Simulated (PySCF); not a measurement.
## Worked example: oscillator strength and radiative lifetime

F3H2HfN, SMILES [NH2][Hf]([F])([F])[F], multiplicity 1.

The structure is a stationary point at PBE-D3(BJ)/def2-SVP. The multiplicity is an assumed one; no other spin state was optimised. The structure was generated by enumeration; whether it is a known compound was not checked. The def2 effective core potentials stand for the cores of Hf; spin–orbit coupling is left out. Other conformers were not sampled.

TDDFT-PBE/def2-SVPD in PySCF puts the first singlet state with f over 0.02 at 5.50 eV (vertical), with the transition dipole (-0.231, 0.472, 0.000) in atomic units.

Find the oscillator strength, the wavelength and the radiative lifetime that this transition would have in vacuum if emission retraced absorption.


|μ|² = 0.2761 au, so |μ| = 1.34 D. ΔE = 5.50/27.211 = 0.2021 hartree. f = (2/3) ΔE |μ|² = 0.037 (the program prints 0.037).
λ = 1239.84/5.50 = 225 nm; ν = 44360 cm⁻¹.
Einstein's coefficient A = 0.6670 ν² f s⁻¹ (ν in cm⁻¹) = 4.9e7 s⁻¹, so τ = 1/A = 20 ns. This state is S2; the lower singlet has f = 0.001. The figure is the radiative limit of this one transition; relaxation, internal conversion, crossing to triplets and a medium change what is measured.
